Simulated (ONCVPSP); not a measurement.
# palladium: one change to an ONCV potential, before and after

ONCVPSP 4.0.1 input, shortened (lines: element, Z, core and valence counts, functional; n l f; lmax; l rc ep ncon nbas qcut; lloc lpopt rc5 dvloc0; l nproj debl; icmod fcfact rcfact), PBE, scalar-relativistic:

```
  Pd 46.00    6    3        4      upf
    1    0    2.00
    2    0    2.00
    2    1    6.00
    3    0    2.00
    3    1    6.00
    3    2   10.00
    4    0    2.00
    4    1    6.00
    4    2    8.00
    2
    0    0.95    0.00    3    6    6.00
    1    1.40    0.00    4    8   12.30
    2    1.95    0.00    3    7    6.70
    4    5    0.70   -1.00
    0    3    1.10
    1    3    2.80
    2    3    1.90
    3    2.00    1.05
```

In the s channel the program set the typed energies aside and used -4.060, 0.250, 1.350 Ha.

Change: all radii but the core radius scaled by about 1.26 (s 1.20, p 1.76, d 2.46 bohr); local potential polynomial inside 0.88 bohr (lpopt 5, dvloc0 -1 Ha).

Cutoffs: the cutoffs (Ha) at which the residual kinetic energy of the hardest occupied pseudo-wave falls to 1 and 0.1 mHa per electron; they do not see the model core or the augmentation charge, which bear on the density cutoff. Errors are all-electron minus pseudo energies relative to the spin-unpolarised reference configuration.

**Question.** What does the change do?

**Answer.** A bound ghost appears in s, which as a rule spoils a file; of the 4 tests that both files solve, the error grows in 4 and shrinks in 0 by more than 15 % and 0.3 meV (median size 23.1 → 75.0 meV). More of the atom is replaced by a form fitted at one configuration, so other configurations suffer.

| quantity | base | changed |
| --- | --- | --- |
| bound ghosts | none | s |
| GHOST(+) flags under 300 eV | s at 171.8 eV | none |
| error for 4s2 4p6 4d10, meV [ΔE -29.93 eV] | +30 | +104 |
| error for 4s2 4p6 4d9, meV [ΔE -20.82 eV] | +16 | +48 |
| error for 4s2 4p6 4d7, meV [ΔE 34.36 eV] | +31 | +101 |
| error for 4s2 4p6 4d8 5s1, meV [ΔE -16.29 eV] | +1.0 | -8.0 |
| rms error of d²Exc/dni dnj with the model core, mHa | 1.96 | 2.78 |

 A true bound ghost makes a file unfit for plane-wave use even where its test errors are small: the radial tests pick states by their node count and pass the ghost by.
